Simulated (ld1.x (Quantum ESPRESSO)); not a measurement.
**How hard is this Fe TM potential?**

| Quantity | Value |
| --- | --- |
| Element | iron |
| Generator | ld1.x (Quantum ESPRESSO) 7.5 |
| Type | norm-conserving Troullier–Martins (Kleinman–Bylander form) |
| Functional | LDA (PZ) |
| Relativity | scalar-relativistic |
| Frozen core | [Ar] |
| Valence charge | 8 |
| Reference configuration | 3d6 4s1 4p0 (charge +1) |
| Partial waves | 4s (bound): rc 1.75 bohr; 3d (bound): rc 0.90 bohr; 4p (bound, empty): rc 2.00 bohr |
| Local potential | the p channel |
| Core correction | a·sin(br)/r model core, default radius (core density twice the valence density) |

The pseudo-atom Hamiltonian at the reference potential is diagonalised in spherical Bessel functions j_l(qr) that vanish at 20 bohr, with q² up to the cutoff. All-electron valence levels (Ry): 4s -0.9286, 3d -1.1959, 4p -0.5547.

How do the lowest levels (Ry) of each channel move with the cutoff, and are there ghosts?

```csv
cutoff (Ry),s #1,s #2,d #1,p #1,f #1,f #2,Σ f·Δε (mRy)
8,-397.0605,-0.9122,-0.2030,-0.5455,-0.0522,0.0453,5973.9
15,-478.1069,-0.9172,-0.2032,-0.5478,-0.0522,0.0453,5967.7
25,-536.6528,-0.9266,-0.2061,-0.5539,-0.0522,0.0453,5940.7
35,-576.1115,-0.9271,-0.2123,-0.5544,-0.0522,0.0453,5903.1
50,-605.7374,-0.9283,-0.2295,-0.5546,-0.0522,0.0453,5798.5
70,-617.4761,-0.9284,-0.3207,-0.5547,-0.0522,0.0453,5251.0
100,-631.4033,-0.9285,-0.7443,-0.5547,-0.0522,0.0453,2709.4
140,-636.7675,-0.9286,-1.0954,-0.5547,-0.0522,0.0453,602.9
180,-638.4939,-0.9286,-1.1807,-0.5547,-0.0522,0.0453,91.4
260,-639.1174,-0.9286,-1.1957,-0.5547,-0.0522,0.0453,1.1
400,-639.3091,-0.9286,-1.1959,-0.5547,-0.0522,0.0453,0.0
```

Result: ghost state, extra bound levels that the all-electron valence spectrum of the same l lacks: s at -8698.2 eV (a true bound ghost makes a file unfit for plane-wave use); 10 mRy is reached at 230 Ry and 1 mRy at 300 Ry.

3 of 9 tests not solved or not reliable.
